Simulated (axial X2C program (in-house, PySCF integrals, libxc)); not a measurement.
What spin–orbit coupling does to SeF⁺

Calculated with an axial X2C code built on PySCF integrals. Spin-free means the one-electron spin-free X2C Hamiltonian; two-component (2c) means X2C with spin–orbit coupling and atomic mean-field two-electron Coulomb and Gaunt terms, so the difference of the two also holds small scalar two-electron terms. Basis: Se dyall-cv3z [8s9p6d4f1g], F dyall-av3z [7s6p3d2f] (cores contracted in-house); Gaussian nuclei, density fitting, unrestricted open shells. Masses: Se 79.917 u, F 18.998 u.

Spin-free state: M_S = 1, Λ = 0 (beyond evenly filled blocks: π+α, π-α); fragments Se+ + F.

| level | Re (Å) | ωe (cm⁻¹) | De (eV) | μ (D) |
| --- | --- | --- | --- | --- |
| PBE0 | 1.657 | 833.1 | 3.417 | -1.84 |
| HF | 1.627 | 896.1 | 1.091 | -2.21 |
| CCSD | 1.657 | 827.7 | 2.933 | n/a |
| CCSD(T) | 1.666 | 806.3 | 3.119 | n/a |
| BP86 | 1.687 | 775.9 | 3.999 | -1.68 |

Correlated methods: 12 electrons correlated (number of frozen shells: Se 3 s, 2 p, 1 d; F 1 s), 212 virtual spin orbitals or spinors in MP2, 89 natural virtuals in coupled cluster.

Dipoles are positive if F is the positive end and refer to the centre of mass.

Two-component determinant lowest at the distance of the search:

Ω = 1 (⟨Sz⟩ = 1.00, ⟨Lz⟩ = 0.00 at HF); fragments Se+ + F.

| level | Re (Å) | ωe (cm⁻¹) | De (eV) | μ (D) |
| --- | --- | --- | --- | --- |
| PBE0 | 1.658 | 832.0 | 3.397 | -1.85 |
| HF | 1.627 | 895.1 | 1.068 | -2.22 |
| CCSD | 1.658 | 826.7 | 2.907 | n/a |
| CCSD(T) | 1.667 | 805.4 | 3.088 | n/a |
| BP86 | 1.687 | 774.7 | 3.976 | -1.68 |

(1) From the two tables, how do the constants change at the CCSD(T) level (2c against spin-free)?

Occupations by symmetry block were frozen at the best pattern of an incomplete PBE0 search. De is counted from the lowest determinant-based energies of the atoms at the same level, without counterpoise correction. Density functionals use the spin component along the axis (collinear). Coupled cluster ran in a truncated set of natural virtual spinors; the MP2 energy of the rest was added. (T) has no such correction and the atoms are truncated less, which lowers De at CCSD(T) by a hundredth of an eV or more. The 2c atoms are single determinants rather than J levels; their spin–orbit lowering is only partly caught, and De is too large by that part. This holds for PBE0, BP86. The functionals have no current-density term, which raises determinants with orbital currents, atoms included. With several unpaired electrons one determinant need not be a pure state. Open-shell Ω = 0 determinants with evenly filled partner blocks cannot be reached by this program, so the Ω shown need not be the lowest component. This is the Ω = 1 component of a π² triplet; the 0⁺ component is not one determinant and can lie lowest. The stretched end of a curve changes character and is left out.

## Answers

(1) At the CCSD(T) level Re increases by 0.001 Å and ωe goes down by 0.9 cm⁻¹; De changes by -0.031 eV.
